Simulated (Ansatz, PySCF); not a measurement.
C2H5Zn, SMILES C[CH2][Zn] (connectivity only; charge and spin as stated), neutral, multiplicity 2. Atoms are numbered in the order given.

```xyz
8

Zn     0.0278    -0.8943     0.0000
C      0.6866     1.1046     0.0000
C     -0.4506     2.1131     0.0000
H      1.3248     1.1724    -0.8966
H      1.3248     1.1724     0.8966
H     -1.0967     2.0095     0.8875
H     -1.0967     2.0095    -0.8875
H     -0.0739     3.1539     0.0000
```
Charge 0, spin multiplicity 2.

Geometry optimised at B3LYP-D3(BJ)/def2-SVP. The spin state was assumed, not searched. The isomer is the one that the SMILES or the coordinates give; other isomers of the formula were not compared.

Two levels are set side by side: PBE-D3(BJ)/def2-SVP (Ansatz, a first-principles code) and B3LYP-D3(BJ)/def2-SVP (Ansatz). Each level has its own optimised geometry; the coordinates shown are those of the second. Frequencies come from the Hessian of PySCF at each geometry. Differences are taken from unrounded values.

```json
[
 {"quantity": "mean bond length (Å)", "B3LYP-D3(BJ)": "1.306", "PBE-D3(BJ)": "1.306", "PBE-D3(BJ) minus B3LYP-D3(BJ)": "0.000"},
 {"quantity": "bond Zn1–C2 (Å)", "B3LYP-D3(BJ)": "2.105", "PBE-D3(BJ)": "2.061", "PBE-D3(BJ) minus B3LYP-D3(BJ)": "-0.044"},
 {"quantity": "bond C2–C3 (Å)", "B3LYP-D3(BJ)": "1.520", "PBE-D3(BJ)": "1.521", "PBE-D3(BJ) minus B3LYP-D3(BJ)": "0.001"},
 {"quantity": "bond C2–H4 (Å)", "B3LYP-D3(BJ)": "1.103", "PBE-D3(BJ)": "1.111", "PBE-D3(BJ) minus B3LYP-D3(BJ)": "0.008"},
 {"quantity": "bond C2–H5 (Å)", "B3LYP-D3(BJ)": "1.103", "PBE-D3(BJ)": "1.111", "PBE-D3(BJ) minus B3LYP-D3(BJ)": "0.008"},
 {"quantity": "bond C3–H6 (Å)", "B3LYP-D3(BJ)": "1.103", "PBE-D3(BJ)": "1.110", "PBE-D3(BJ) minus B3LYP-D3(BJ)": "0.008"},
 {"quantity": "bond C3–H7 (Å)", "B3LYP-D3(BJ)": "1.103", "PBE-D3(BJ)": "1.110", "PBE-D3(BJ) minus B3LYP-D3(BJ)": "0.008"},
 {"quantity": "bond C3–H8 (Å)", "B3LYP-D3(BJ)": "1.107", "PBE-D3(BJ)": "1.114", "PBE-D3(BJ) minus B3LYP-D3(BJ)": "0.008"},
 {"quantity": "highest harmonic wavenumber (cm⁻¹)", "B3LYP-D3(BJ)": "3111", "PBE-D3(BJ)": "3052", "PBE-D3(BJ) minus B3LYP-D3(BJ)": "-59"},
 {"quantity": "mean harmonic wavenumber (cm⁻¹)", "B3LYP-D3(BJ)": "1528", "PBE-D3(BJ)": "1495", "PBE-D3(BJ) minus B3LYP-D3(BJ)": "-33"},
 {"quantity": "zero-point energy (kcal/mol)", "B3LYP-D3(BJ)": "39.32", "PBE-D3(BJ)": "38.48", "PBE-D3(BJ) minus B3LYP-D3(BJ)": "-0.84"}
]
```
